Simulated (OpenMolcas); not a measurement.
Mo3+ (d3) on a cation site of an ionic host was computed by SS-CASPT2, IPEA 0.25 Eh, imaginary shift 0.1 Eh with the d shell active (OpenMolcas, ANO-RCC-VTZP on the metal). Its lowest spin-free states, and all those of the highest spin:

| 2S+1 | Degeneracy | E (cm-1) |
| --- | --- | --- |
| 4 | 1 | 0 |
| 2 | 3 | 10880 |
| 2 | 2 | 10900 |
| 2 | 3 | 17720 |
| 4 | 3 | 30920 |
| 4 | 3 | 37000 |
| 2 | 1 | 38660 |
| 2 | 3 | 41410 |
| 2 | 3 | 41430 |
| 2 | 2 | 42160 |
| 2 | 3 | 45490 |
| 2 | 3 | 48620 |
| 4 | 3 | 63640 |

Q: Is the site octahedral, tetrahedral or cube-like, axial, or of lower symmetry?

A: The states with 2S+1 = 4 have orbital degeneracies 1, 3, 3, 3. Threefold states need a cubic site. For d3 at this spin an octahedron puts the single A2 below the threefold T2 and a tetrahedron or cube puts the threefold T1 below the threefold T2, so the site is octahedral. The first gap at this spin, 30900 cm-1, is |10Dq| in ligand-field theory. The run had Mo3+ with its 6 nearest fluoride ions at 1.978 Å, on the Ga site of K2NaGaF6 (a = 8.246 Å, distance in the model lattice 1.938 Å). The rest of the host is ab initio model potentials to 7.6 Å, with orthogonalisation functions on the cations behind the ligands, and point charges beyond; the distance is set by hand and nothing relaxes. Ligand basis ANO-RCC-VDZP.

Roots that are degenerate in the reference are averaged as groups; the widest CASPT2 spread within a group is 130 cm-1 (the 3-fold group of multiplicity 2 near 72200 cm-1 above the lowest state of its run). Shifts and gaps below about the spread of the groups concerned are not significant. Over all roots computed the reference weight is 0.72 to 0.73; a low but even weight reflects the number of correlated electrons. The least metal-like active orbital is 82 % on the metal (Löwdin) and no ligand orbital is active, so the numbers are rough. Ligand-to-metal charge-transfer states are missing. With no ligand orbital active B as a rule stays too high, so bands that hang on it stand too high and its fall with covalency is understated. With one d shell and no ligand orbital active, 10Dq can be off by a tenth or more. No measured value stands beside these numbers; the geometry was set by hand and not optimised.
